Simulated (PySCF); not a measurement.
GeH7NOSi, SMILES [O]([SiH2]N)[GeH3]. Heavy atoms are numbered as in [SiH2:1]([NH2:2])[O:3][GeH3:4]. Hydrogens are named by the atom that carries them.

Coordinates come from a PBE0-D3(BJ)/def2-SVP optimisation. This is a generated structure with no PubChem entry under its InChIKey; it may be hypothetical. The values are those of a single conformer.

Method: PBE0/def2-TZVP in PySCF.

Atomic charges (e), one atom of each kind:

```csv
atom,Löwdin,IAO
Si1 (SiH2),0.03,1.10
N2 (NH2),-0.27,-0.86
O3,-0.13,-0.87
Ge4 (GeH3),0.34,0.73
H on Si1,-0.05,-0.17
H on N2,0.16,0.27
H on Ge4,-0.06,-0.11
```
